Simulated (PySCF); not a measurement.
A survey of $^{17}$O NMR shifts

[PySCF: shieldings: GIAO PBE0/pcSseg-1; GFN2-xTB structure; non-relativistic Hamiltonian; a single conformation; averaged over atoms made equivalent by symmetry, fast rotation or ring inversion; isolated molecule]

Shieldings were converted by a linear fit to measured shifts: $^{17}$O (scatter 10.7 ppm rms, 12.2 ppm with the 3 outliers that the fit left out vs liquid water, solution or neat liquid). Occasional misses reach two or three times the rms, and more in compound classes unlike the fitted ones.

Give the $^{17}$O shifts of `CC(C)[C@H](C)OC=O`, `CSC[Si@@H](O)SC`, `C=C[Si@H]1CC[P@H](=O)CC1`, `CCCCOC(C)=O`, `CCC[C@@H](C=O)OC`.

Results:


```
                                               compound                environment  δ (ppm)
[CH3:1][CH:2]([CH3:3])[C@H:4]([CH3:5])[O:6][CH:7]=[O:8]  O8: ester carbonyl oxygen    360.8
[CH3:1][CH:2]([CH3:3])[C@H:4]([CH3:5])[O:6][CH:7]=[O:8]    O6: ester alkoxy oxygen    170.0
                                        CSC[Si@@H](O)SC     oxygen bonded to Si, H     -8.9
                               C=C[Si@H]1CC[P@H](=O)CC1                 P=O oxygen     55.8
  [CH3:1][CH2:2][CH2:3][CH2:4][O:5][C:6]([CH3:7])=[O:8]  O8: ester carbonyl oxygen    353.4
  [CH3:1][CH2:2][CH2:3][CH2:4][O:5][C:6]([CH3:7])=[O:8]    O5: ester alkoxy oxygen    163.0
[CH3:1][CH2:2][CH2:3][C@@H:4]([CH:5]=[O:6])[O:7][CH3:8]        O6: aldehyde oxygen    608.0
[CH3:1][CH2:2][CH2:3][C@@H:4]([CH:5]=[O:6])[O:7][CH3:8]           O7: ether oxygen     -3.4
```
